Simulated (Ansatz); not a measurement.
```yaml
crystal:
  periodic: [false, false, false]
  atoms:
    - {symbol: O, position_ang: [-1.482310, 1.772944, -0.038055]}
    - {symbol: P, position_ang: [-0.881748, 0.237786, 0.867062]}
    - {symbol: Al, position_ang: [1.612069, 0.800107, 1.315875]}
    - {symbol: Si, position_ang: [-0.428134, -1.369740, -1.024348]}
    - {symbol: H, position_ang: [-2.536837, 1.895174, 0.138768]}
    - {symbol: H, position_ang: [2.195601, 2.472881, 1.240156]}
    - {symbol: H, position_ang: [2.640358, -0.567063, 1.794894]}
    - {symbol: H, position_ang: [-1.868024, -1.755588, -1.767849]}
    - {symbol: H, position_ang: [0.615993, -0.812104, -2.201689]}
    - {symbol: H, position_ang: [0.225993, -2.731629, -0.321678]}
basis:
  gaussian: {orbitals: def2-TZVPP}
magnetization: {spin_polarized: true, initial_magnetization: 8}
hamiltonian: {xc: {name: r2SCAN50}, pseudopotentials: {relativity: scalar}}
output: {forces: true}
```

```sh
$ ansatz run in.yaml --threads 2 --pin off --events-out ev --progress --plain --max-ram 4352MiB
```

It prints (some lines left out):

```
Functional definition: r2SCAN50
  name "r2SCAN50"
  cite "Bursch, Neugebauer, Ehlert & Grimme, J. Chem. Phys. 156, 134105 (2022) doi:10.1063/5.0086040"
  cite "Furness, Kaplan, Ning, Perdew & Sun, J. Phys. Chem. Lett. 11, 8208 (2020) doi:10.1021/acs.jpclett.0c02405"
  cite "Furness, Kaplan, Ning, Perdew & Sun, J. Phys. Chem. Lett. 11, 9248 (2020) doi:10.1021/acs.jpclett.0c03077"
  parent r2scan
  parameter a = 0.5
  parameter k0 = 0.174
  parameter k1 = 0.065
  parameter a1 = 4.9479
  exchange = (1 - a)*r2scan_x(k0 = k0, k1 = k1, a1 = a1) + a*exact_x
  correlation = r2scan_c
1458 factors; their error is unknown
mean field evaluation 1: about -25929.0883 eV, gradient 2.4e1 eV
mean field evaluation 2: about -25921.7128 eV, gradient 4.7e1 eV
mean field evaluation 4: about -25932.2684 eV, gradient 6.6e0 eV
mean field evaluation 8: about -25932.7630 eV, gradient 4.4e0 eV
mean field evaluation 16: about -25933.4063 eV, gradient 1.1e-2 eV
mean field -25933.40634504 eV, -953.0351048862 hartree, gradient 2.7e-5 eV, S^2 20.038176; 4 other end points of the search recorded, 0 dependent functions left out
the calculation of the forces begins
reference -25933.40635720 eV, -953.0351053331 hartree; 32, 24 occupied and 209, 217 virtual orbitals, 1458 factors
Total energy: -25933.40635720 eV, -953.0351053331 hartree
Relativity: scalar
Atom 0 at    -1.482310     1.772944    -0.038055 Å, force    -4.994399     4.085663    -1.386857 eV/Å
Atom 1 at    -0.881748     0.237786     0.867062 Å, force    -0.838605    -2.259657     3.878833 eV/Å
Atom 2 at     1.612069     0.800107     1.315875 Å, force    -0.005028     0.047636    -0.036592 eV/Å
Atom 3 at    -0.428134    -1.369740    -1.024348 Å, force     1.458909    -3.096562    -3.394905 eV/Å
Atom 4 at    -2.536837     1.895174     0.138768 Å, force     3.139101    -0.144959    -0.673892 eV/Å
Atom 5 at     2.195601     2.472881     1.240156 Å, force     0.770666     0.698717     0.012758 eV/Å
Atom 6 at     2.640358    -0.567063     1.794894 Å, force     1.007204    -0.533950     0.336125 eV/Å
Atom 7 at    -1.868024    -1.755588    -1.767849 Å, force     1.744128     0.422260     1.030727 eV/Å
Atom 8 at     0.615993    -0.812104    -2.201689 Å, force    -1.321914    -0.915791     1.319053 eV/Å
Atom 9 at     0.225993    -2.731629    -0.321678 Å, force    -0.960062     1.696643    -1.085251 eV/Å
Dipole moment:    -0.727851     0.664444     0.101630 e Å
```

(1) Something in this input is off. What?

Answers

(1) The spin is set far too high for this molecule. The run converged. The result belongs to that input, not to the molecule as meant.
